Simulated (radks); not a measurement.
Valence configurations of neutral thulium (all share [Xe]). All-electron calculation, scalar-relativistic Kohn-Sham, PBE, spin-unpolarised, spherical densities, finite nucleus; Fermi nuclear charge, rms radius 5.2256 fm. Program: a radial shooting solver on a logarithmic mesh with Libxc functionals. Energies are relative to 4f13 6s2; eigenvalues in eV.

| valence | E (eV) | e(4f) | e(5d) | e(6p) | e(6s) |
|---|---|---|---|---|---|
| 4f13 6s2 | 0.000 | -3.098 | - | - | -3.875 |
| 4f13 5d0.5 6s1.5 | 1.547 | -2.869 | -0.741 | - | -3.846 |
| 4f12.5 5d0.5 6s2 | 1.805 | -6.281 | -1.413 | - | -4.243 |
| 4f13 6s1 6p1 | 2.856 | -4.641 | - | -1.792 | -4.749 |
| 4f13 5d1.5 6s0.5 | 4.658 | -2.701 | -0.807 | - | -3.923 |
| 4f12 5d1 6s2 | 4.935 | -9.569 | -1.974 | - | -4.491 |
| 4f12 5d2.5 6s0.5 | 8.961 | -8.107 | -1.306 | - | -4.117 |
| 4f11 5d2 6s2 | 15.497 | -16.570 | -3.031 | - | -4.820 |
| 4f11 5d3 6s1 | 17.495 | -15.020 | -2.176 | - | -4.365 |
| 4f10 5d1 6s2 6p2 | 41.034 | -31.893 | -9.324 | -3.200 | -7.996 |

NIST lists [Xe] 4f13 6s2 as the ground configuration; this level of theory agrees among the configurations tried. The energies are those of spherical spin-averaged densities, not of single terms.
